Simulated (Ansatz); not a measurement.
Species: sum formula SiNHF3 (charge -1, singlet). It need not be the lowest isomer of its formula. Whether it binds its extra electron was not tested at this geometry. 
Coordinates optimised at B3LYP-D3(BJ)/def2-TZVP (Ansatz, a first-principles code):
```
Si
N 1 1.6144
H 2 1.0113 1 118.62
F 1 1.6222 2 112.11 3 -180.00
F 1 1.6368 2 120.78 3 61.73
F 1 1.6368 2 120.78 3 -61.73
```
Charge -1, spin multiplicity 1.

Basis-set convergence of Hartree-Fock and CCSD correlation energies (hartree) with Ansatz. Cores are frozen in the correlated levels unless marked. Spin-orbit coupling is left out. Non-relativistic. This anion needs diffuse functions, which these sets lack.

```json
[
 {"basis": "cc-pV(D+d)Z", "functions": "84", "E(HF)": "-642.51850", "E(corr, CCSD)": "-0.83532"},
 {"basis": "cc-pV(T+d)Z", "functions": "173", "E(HF)": "-642.68201", "E(corr, CCSD)": "-1.09172"},
 {"basis": "cc-pV(Q+d)Z", "functions": "314", "E(HF)": "___", "E(corr, CCSD)": "___"}
]
```

Q: Fill in the missing entries.

A: 
- cc-pV(Q+d)Z, E(HF): -642.72443
- cc-pV(Q+d)Z, E(corr, CCSD): -1.18411
